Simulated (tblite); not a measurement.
A geometry optimisation, step by step.

Compound: C₄H₂F₂S (charge +1 and doublet state).
Numbering: `[F:1][C:2]1=[C:3]([F:4])[S:5][CH:6][CH+:7]1` (hydrogens: H8 on C6; H9 on C7)
Bond orders are those of one Lewis drawing.

Computed with GFN2-xTB (tblite), gas phase: L-BFGS steps from a force-field or distance-geometry start until the largest atomic force falls under 0.01 eV/Å.

Step 0: E = -590.9716 eV, largest atomic force 3.246 eV/Å
```
atom  x, y, z in Å  |  force x, y, z in eV/Å
F1      1.587    1.653   -0.066   -0.968  -1.177   0.039
C2      0.739    0.612   -0.012   -0.859   3.075  -0.585
C3      1.111   -0.655    0.265    1.815  -2.334   0.607
F4      2.372   -1.012    0.491   -1.323   0.032  -0.162
S5     -0.220   -1.805    0.282   -0.356   0.585  -0.165
C6     -1.357   -0.523   -0.103    2.595   1.711   0.100
C7     -0.665    0.737   -0.222   -0.510  -2.002   0.255
H8     -2.408   -0.669   -0.217   -0.225  -0.125  -0.016
H9     -1.145    1.667   -0.444   -0.170   0.236  -0.073
```

Step 1: E = -591.2014 eV, largest atomic force 1.475 eV/Å
```
atom  x, y, z in Å  |  force x, y, z in eV/Å
F1      1.573    1.636   -0.065   -0.223  -0.018  -0.044
C2      0.727    0.656   -0.020   -0.766  -0.620   0.052
C3      1.137   -0.689    0.273   -1.443  -0.241  -0.189
F4      2.353   -1.011    0.489    0.580  -0.460   0.169
S5     -0.225   -1.797    0.279    1.094   0.237   0.096
C6     -1.320   -0.498   -0.101   -0.273   0.542  -0.097
C7     -0.673    0.709   -0.219   -0.016   0.974  -0.176
H8     -2.412   -0.671   -0.217    1.015   0.113   0.110
H9     -1.147    1.671   -0.445    0.033  -0.526   0.079
```

Step 2: E = -591.2670 eV, largest atomic force 0.872 eV/Å
```
atom  x, y, z in Å  |  force x, y, z in eV/Å
F1      1.568    1.634   -0.065   -0.345  -0.203  -0.028
C2      0.716    0.654   -0.021   -0.214  -0.387   0.078
C3      1.122   -0.696    0.272   -0.506  -0.287  -0.049
F4      2.358   -1.017    0.491   -0.157  -0.222   0.030
S5     -0.212   -1.793    0.280    0.859   0.121   0.084
C6     -1.319   -0.489   -0.102   -0.087   0.515  -0.073
C7     -0.674    0.717   -0.220   -0.188   0.521  -0.117
H8     -2.400   -0.670   -0.216    0.763   0.091   0.082
H9     -1.147    1.665   -0.444   -0.126  -0.149  -0.006
```

Step 3: E = -591.3061 eV, largest atomic force 0.983 eV/Å
```
atom  x, y, z in Å  |  force x, y, z in eV/Å
F1      1.552    1.623   -0.067   -0.144  -0.090  -0.012
C2      0.701    0.649   -0.020    0.302  -0.548   0.148
C3      1.103   -0.716    0.272    0.602   0.774  -0.064
F4      2.352   -1.027    0.492   -0.408  -0.094  -0.031
S5     -0.178   -1.785    0.283   -0.416  -0.325  -0.012
C6     -1.314   -0.462   -0.105    0.282  -0.213   0.089
C7     -0.682    0.733   -0.225    0.082  -0.085   0.036
H8     -2.369   -0.667   -0.213    0.123  -0.003   0.015
H9     -1.152    1.657   -0.444   -0.422   0.583  -0.169
```

Step 4: E = -591.3240 eV, largest atomic force 0.396 eV/Å
```
atom  x, y, z in Å  |  force x, y, z in eV/Å
F1      1.552    1.623   -0.067   -0.186  -0.149  -0.008
C2      0.705    0.642   -0.018    0.144  -0.037   0.039
C3      1.109   -0.705    0.271    0.168   0.074  -0.002
F4      2.349   -1.028    0.492   -0.193  -0.120   0.002
S5     -0.185   -1.789    0.283   -0.013  -0.067  -0.002
C6     -1.312   -0.467   -0.104    0.266   0.041   0.043
C7     -0.680    0.732   -0.224   -0.083  -0.031   0.004
H8     -2.369   -0.667   -0.213    0.150   0.000   0.018
H9     -1.155    1.663   -0.445   -0.253   0.289  -0.095
```

Step 5: E = -591.3303 eV, largest atomic force 0.190 eV/Å
```
atom  x, y, z in Å  |  force x, y, z in eV/Å
F1      1.548    1.620   -0.067   -0.052  -0.023  -0.009
C2      0.706    0.638   -0.017   -0.018   0.091  -0.011
C3      1.110   -0.702    0.270    0.081  -0.122   0.025
F4      2.346   -1.031    0.492   -0.068  -0.116   0.017
S5     -0.183   -1.790    0.283    0.016  -0.012  -0.006
C6     -1.307   -0.465   -0.103    0.109  -0.035   0.031
C7     -0.681    0.734   -0.224   -0.052   0.109  -0.014
H8     -2.363   -0.667   -0.212    0.127  -0.006   0.016
H9     -1.161    1.669   -0.447   -0.143   0.115  -0.050
```

Step 6: E = -591.3336 eV, largest atomic force 0.144 eV/Å
```
atom  x, y, z in Å  |  force x, y, z in eV/Å
F1      1.543    1.617   -0.067    0.064   0.078  -0.009
C2      0.705    0.637   -0.016   -0.086   0.111  -0.030
C3      1.111   -0.703    0.270   -0.047  -0.104   0.010
F4      2.343   -1.037    0.493    0.070  -0.112   0.033
S5     -0.180   -1.792    0.283   -0.025   0.012  -0.015
C6     -1.302   -0.463   -0.102    0.074  -0.024   0.020
C7     -0.683    0.739   -0.225   -0.012   0.046   0.003
H8     -2.355   -0.666   -0.211    0.036  -0.029   0.009
H9     -1.168    1.674   -0.450   -0.074   0.021  -0.022
```

Step 7: E = -591.3349 eV, largest atomic force 0.104 eV/Å
```
atom  x, y, z in Å  |  force x, y, z in eV/Å
F1      1.542    1.618   -0.068    0.070   0.077  -0.007
C2      0.703    0.638   -0.016   -0.018   0.076  -0.017
C3      1.111   -0.705    0.270   -0.042  -0.030   0.001
F4      2.342   -1.041    0.494    0.049  -0.082   0.024
S5     -0.180   -1.792    0.283   -0.037   0.008  -0.014
C6     -1.298   -0.463   -0.101   -0.022  -0.055   0.010
C7     -0.684    0.741   -0.225    0.003   0.083  -0.003
H8     -2.351   -0.667   -0.210    0.028  -0.031   0.009
H9     -1.173    1.677   -0.451   -0.032  -0.046  -0.003
```

Step 8: E = -591.3356 eV, largest atomic force 0.086 eV/Å
```
atom  x, y, z in Å  |  force x, y, z in eV/Å
F1      1.543    1.619   -0.068    0.061   0.060  -0.005
C2      0.702    0.640   -0.017   -0.002   0.024  -0.005
C3      1.111   -0.706    0.270   -0.025   0.033  -0.007
F4      2.342   -1.045    0.495   -0.004  -0.050   0.011
S5     -0.181   -1.792    0.282   -0.024   0.013  -0.012
C6     -1.296   -0.464   -0.101   -0.007   0.025  -0.003
C7     -0.685    0.744   -0.225    0.028  -0.019   0.015
H8     -2.348   -0.668   -0.210   -0.003  -0.036   0.006
H9     -1.176    1.678   -0.452   -0.023  -0.050   0.001
```

Step 9: E = -591.3359 eV, largest atomic force 0.056 eV/Å
```
atom  x, y, z in Å  |  force x, y, z in eV/Å
F1      1.545    1.621   -0.068    0.018   0.015  -0.003
C2      0.702    0.641   -0.017    0.053   0.012   0.005
C3      1.111   -0.706    0.270   -0.002   0.047  -0.007
F4      2.342   -1.047    0.495   -0.046  -0.029   0.001
S5     -0.181   -1.792    0.282   -0.004   0.018  -0.009
C6     -1.295   -0.464   -0.100   -0.022   0.020  -0.005
C7     -0.684    0.744   -0.225    0.021  -0.002   0.008
H8     -2.347   -0.669   -0.210   -0.001  -0.028   0.005
H9     -1.177    1.678   -0.452   -0.017  -0.053   0.004
```

Step 10: E = -591.3363 eV, largest atomic force 0.069 eV/Å
```
atom  x, y, z in Å  |  force x, y, z in eV/Å
F1      1.546    1.623   -0.069   -0.008  -0.012  -0.002
C2      0.703    0.643   -0.017    0.051  -0.008   0.010
C3      1.110   -0.705    0.270    0.014   0.040  -0.004
F4      2.341   -1.050    0.496   -0.068  -0.010  -0.006
S5     -0.182   -1.791    0.281    0.020   0.024  -0.006
C6     -1.295   -0.464   -0.100   -0.006   0.030  -0.005
C7     -0.684    0.745   -0.225    0.020  -0.017   0.006
H8     -2.347   -0.670   -0.209   -0.006  -0.017   0.003
H9     -1.179    1.676   -0.453   -0.016  -0.031   0.003
```

Step 11: E = -591.3366 eV, largest atomic force 0.050 eV/Å
```
atom  x, y, z in Å  |  force x, y, z in eV/Å
F1      1.548    1.624   -0.069   -0.022  -0.027  -0.001
C2      0.705    0.645   -0.017    0.037  -0.006   0.009
C3      1.110   -0.704    0.270    0.017   0.016   0.000
F4      2.340   -1.053    0.496   -0.050   0.001  -0.005
S5     -0.183   -1.790    0.281    0.026   0.021  -0.003
C6     -1.295   -0.463   -0.100    0.003   0.015  -0.002
C7     -0.683    0.745   -0.224    0.007  -0.009   0.000
H8     -2.346   -0.672   -0.209   -0.008  -0.002   0.001
H9     -1.182    1.674   -0.453   -0.010  -0.009   0.001
```

Step 12: E = -591.3367 eV, largest atomic force 0.019 eV/Å
```
atom  x, y, z in Å  |  force x, y, z in eV/Å
F1      1.548    1.625   -0.069   -0.009  -0.013  -0.001
C2      0.705    0.645   -0.017    0.007  -0.003   0.004
C3      1.110   -0.703    0.269    0.009   0.002   0.001
F4      2.338   -1.055    0.497   -0.016   0.000  -0.001
S5     -0.182   -1.789    0.281    0.016   0.010  -0.001
C6     -1.295   -0.462   -0.100    0.003   0.002  -0.001
C7     -0.682    0.746   -0.224    0.001  -0.005  -0.002
H8     -2.346   -0.673   -0.209   -0.006   0.005   0.000
H9     -1.183    1.673   -0.453   -0.005   0.001   0.001
```

Step 13: E = -591.3367 eV, largest atomic force 0.007 eV/Å
```
atom  x, y, z in Å  |  force x, y, z in eV/Å
F1      1.548    1.625   -0.069   -0.001  -0.004  -0.001
C2      0.706    0.645   -0.017   -0.001   0.001   0.001
C3      1.110   -0.703    0.269    0.003   0.001   0.001
F4      2.338   -1.055    0.497    0.001  -0.002   0.002
S5     -0.182   -1.789    0.280    0.006   0.003  -0.001
C6     -1.295   -0.462   -0.100    0.000  -0.002   0.000
C7     -0.682    0.745   -0.224   -0.002  -0.001  -0.002
H8     -2.346   -0.673   -0.209   -0.004   0.005   0.000
H9     -1.183    1.673   -0.453   -0.003   0.001   0.001
```

Q: Summarise the path.

A: The energy falls by 0.3651 eV from step 0 to step 13; nine tenths of that is first reached at step 3. It falls at every step. The largest force goes from 3.246 to 0.007 eV/Å. Among the bonds C2=C3 changes most, from 1.350 to 1.436 Å; the atoms move by 0.053 Å rms after alignment.

Q: Follow the three bonds and two angles with the largest change from start to end.

A: 
```tsv
step	E above end (eV)	largest force (eV/Å)	C2=C3 (Å)	C6–C7 (Å)	C3–S5 (Å)	S5–C6–H8 (°)	S5–C6–C7 (°)
0	0.3651	3.246	1.350	1.442	1.759	124.1	110.2
1	0.1353	1.475	1.436	1.375	1.756	121.7	112.2
2	0.0697	0.872	1.440	1.372	1.728	121.3	112.1
3	0.0306	0.983	1.452	1.357	1.669	120.1	112.0
4	0.0127	0.396	1.436	1.361	1.688	120.2	112.3
5	0.0064	0.190	1.429	1.358	1.690	120.0	112.7
6	0.0031	0.144	1.429	1.358	1.689	119.8	113.2
7	0.0018	0.104	1.432	1.357	1.688	119.6	113.5
8	0.0011	0.086	1.435	1.359	1.687	119.6	113.7
9	0.0008	0.056	1.437	1.360	1.688	119.5	113.8
10	0.0004	0.069	1.438	1.360	1.688	119.4	113.8
11	0.0001	0.050	1.438	1.360	1.688	119.2	113.7
12	0.0000	0.019	1.437	1.360	1.688	119.2	113.7
13	0.0000	0.007	1.436	1.360	1.688	119.2	113.7
```

The cost below is that of the whole relaxation. Time: under 0.1 s. Hardware: one thread of an Arm Neoverse V1, shared host with 64 logical CPUs at a one-minute load of 26.
